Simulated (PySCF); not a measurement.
# How methods differ on the excitation energy of Tc

Tc [Kr] 4d5 5s2 (6S) → Tc [Kr] 4d7 (4F), as a difference of total energies. Calculation: PySCF 2.14, in aug-cc-pVTZ-DK (9s8p6d3f2g, 102 functions); scalar relativity by spin-free X2C-1e. Correlated levels: valence: [Kr] frozen. The calculations carry no spin-orbit coupling.

```csv
method,excitation energy (eV)
UHF,3.599
LDA,1.741
PBE,1.583
PBE0,1.843
r2SCAN,1.964
TPSSh,1.527
B97-3,1.789
MN15,1.708
MP2 (valence),2.329
SCS-MP2 (valence),1.839
```

Task: How much does correlation contribute at MP2 (valence)?

Result: 2.329 − (3.599) = -1.270 eV, measured against UHF.

A first-order spin-orbit estimate (lowest level to lowest level, LS coupling) adds -0.140 eV.
